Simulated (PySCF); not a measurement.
Species: CH₇BrGeSi.
Geometry (PBE0-D3(BJ)/def2-SVP, Å), atoms numbered from 1 in this order:
```
atom  x, y, z in Å
Si1   -0.8609    1.4005   -0.4539
C2     0.4730    0.5196    0.5468
Ge3    2.0196   -0.0932   -0.4630
Br4    3.0261    1.7430   -1.4526
H5    -1.3334    0.5104   -1.5588
H6    -0.3306    2.6647   -1.0415
H7    -2.0242    1.7247    0.4280
H8     0.0364   -0.3727    1.0289
H9     0.8302    1.1851    1.3495
H10    3.0850   -0.7390    0.4385
H11    1.6160   -1.0323   -1.6119
```

The calculation used PBE0-D3(BJ)/def2-SVP geometry optimisation, gas phase (PySCF 2.14.0).

Take the most abundant isotopes and a rigid rotor. The values belong to one conformer with, in the numbering `[SiH3:1][CH2:2][GeH2:3][Br:4]`, Si1–C2–Ge3–Br4 60°.

(1) What are A, B and C (GHz)?

(2) What kind of rotor is it?

(3) What does the inertial defect say?

(4) List the rotational levels J(Ka,Kc) to J = 3 (MHz).

(5) Which lines would a microwave search look for?

(6) Estimate the classical rotational partition function at 10 K, 25 K and 500 K.

Results:

(1) Ia = 183.33, Ib = 438.00, Ic = 588.83 u·Å²; 505379 MHz·u·Å²/I gives 2757, 1154 and 858.3 MHz, that is A = 2.7567, B = 1.1538, C = 0.8583 GHz.

(2) An asymmetric top; Ray's κ = -0.689.

(3) Not planar: Δ = Ic − Ia − Ib = -32.50 u·Å². For a rigid frame Δ = −2 Σ m c², so Σ m c² = 16.25 u·Å² lies off the ab plane: 9.31 from hydrogen and 6.94 from heavier atoms. The atom farthest from that plane is 1.75 Å away.

(4) Above 0(0,0):
J = 1: 1(0,1) 2012, 1(1,1) 3615, 1(1,0) 3911
J = 2: 2(0,2) 5999, 2(1,2) 7344, 2(1,1) 8230, 2(2,1) 13039, 2(2,0) 13076
J = 3: 3(0,3) 11890, 3(1,3) 12915, 3(1,2) 14685, 3(2,2) 19075, 3(2,1) 19258, 3(3,1) 27850, 3(3,0) 27853
The levels of one J sum to (2J + 1)J(J + 1)(A + B + C)/3.

(5) The dipole components are |μa| = 1.69 D, |μb| = 1.59 D, |μc| = 0.51 D. Intensities carry the squares of the components, which stand as 1.00 : 0.88 : 0.09 (a : b : c). Some lines, for components of 0.1 D or more:

```
type  branch         J(Ka,Kc)    MHz  lower level (cm⁻¹)
   a       Q  2(1,1) ← 2(1,2)    887               0.245
   c       Q  3(1,3) ← 3(0,3)   1024               0.397
   c       Q  1(1,1) ← 1(0,1)   1603               0.067
   b       R  2(0,2) ← 1(1,1)   2384               0.121
   a       R  2(1,2) ← 1(1,1)   3729               0.121
   c       R  1(1,0) ← 0(0,0)   3911               0.000
   a       R  2(0,2) ← 1(0,1)   3987               0.067
   c       Q  3(2,2) ← 3(1,2)   4390               0.490
   b       Q  3(2,1) ← 3(1,2)   4573               0.490
   c       Q  2(2,1) ← 2(1,1)   4809               0.275
   b       R  2(1,2) ← 1(0,1)   5332               0.067
   a       R  3(1,3) ← 2(1,2)   5571               0.245
   b       Q  2(2,1) ← 2(1,2)   5695               0.245
   b       Q  3(2,2) ← 3(1,3)   6161               0.431
   a       R  3(2,1) ← 2(2,0)   6181               0.436
   b       Q  3(3,0) ← 3(2,1)   8596               0.642
   c       R  3(1,2) ← 2(0,2)   8686               0.200
   c       R  2(2,1) ← 1(1,1)   9424               0.121
   b       R  3(2,2) ← 2(1,1)  10845               0.275
   c       R  3(2,1) ← 2(1,1)  11027               0.275
   b       R  3(2,1) ← 2(1,2)  11914               0.245
   b       R  3(3,1) ← 2(2,0)  14774               0.436
   c       R  3(3,1) ← 2(2,1)  14812               0.435
```

(6) Point group C1, symmetry number σ = 1; q = (√π/σ)·√((kT/h)³/(ABC)), k/h = 20836.6 MHz/K: 3230 at 10 K, 12800 at 25 K, 1140000 at 500 K.

Whether it is a minimum is left open (no frequencies). These are rigid-rotor constants of the computed structure; measured ground-state constants (B0) also hold zero-point vibration. A rigid rotor knows nothing of internal rotation, which can split or shift real lines. Quadrupole hyperfine structure (79Br) is left out.
